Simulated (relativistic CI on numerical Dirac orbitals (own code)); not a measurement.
**Mn¹³⁺: sensitivity of the levels to the model**

Base calculation: Dirac-Coulomb-Breit CI, orbitals from a KLI potential per configuration, QED by a radiative potential, unscaled Slater integrals.

Configurations in the expansion (outside the closed core [Ne]): 3s2, 3s 3p, 3p2, 3s 3d, 3d2, 3p 3d, 3p 4s, 3s 4s, 3d 4s, 3s 4p, 3s 4d, 3s 4f, 3s 5s, 3s 5p, 3s 5d, 4s2. Levels of other configurations are missing.

Variants: (1) only the first 3 configurations. Shifts of the energy above 3s2 1S_0, in cm⁻¹, for the lowest level and the first level of each name with at least 55 % of one term (blank where a level changes its place among those of its configuration and J or its character, or is not in the variant):

```
      Level    Base    Δ(1)
   3s2 1S_0       0       0
3s 3p 3P°_0  217313   +1625
3s 3p 3P°_1  222158   +1705
3s 3p 3P°_2  233519   +1664
3s 3p 1P°_1  332465  +18352
   3p2 3P_0  519599   +2640
   3p2 1D_2  520981        
   3p2 3P_1  527313   +2336
   3p2 3P_2  540824        
   3p2 1S_0  619630  +18736
 3s 3d 3D_1  636506        
 3s 3d 3D_2  637258        
 3s 3d 3D_3  638434        
 3s 3d 1D_2  723911
```

At this charge energies of transitions that change n are usually good to better than 1 %, and those within a shell (Δn = 0) to a few per cent.

Ionisation energy from the two ground configurations alone: base 400.603 eV. The NIST ASD value (semi-empirical) is 402.95 eV.

LS names give the leading component of a level, which can be under half, so a name can repeat, a term be missing and a line seem to break the LS rules.
